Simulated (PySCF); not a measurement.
methylsilylformaldehyde (C₂H₆OSi), SMILES C[SiH2]C=O.

Geometry optimised at B3LYP-D3(BJ)/def2-SVP. Other conformers were not sampled.

Two levels are set side by side: TDA-PBE/def2-SVPD (PySCF) and TDA-ωB97X/def2-SVPD (PySCF). Vertical, same geometry. The lowest singlet is HOMO→LUMO 100 % with PBE and HOMO→LUMO 96 % with the other functional; states are paired by order. Differences are taken from unrounded values.

| quantity | TDA-ωB97X |
|---|---|
| lowest singlet excitation (eV) | 3.31 |
| lowest triplet excitation (TDA) (eV) | 2.63 |
| first bright state (f over 0.05) (eV) | 7.21 |
| its oscillator strength | 0.08 |

What does TDA-PBE give, and how far is it from TDA-ωB97X? (The exact figures need the calculation; the answer reports its results.)


```tsv
quantity	TDA-PBE	TDA-PBE minus TDA-ωB97X
lowest singlet excitation (eV)	3.16	-0.16
lowest triplet excitation (TDA) (eV)	2.42	-0.21
first bright state (f over 0.05) (eV)	6.44	-0.77
its oscillator strength	0.16	0.08
```

A lower first singlet is the usual sign of a functional without exact exchange. Differences between two approximate levels are no errors against the true value.

Rough cost on one machine, each run with all the roots and properties that it gave: TDA-ωB97X against TDA-PBE about 3 times.
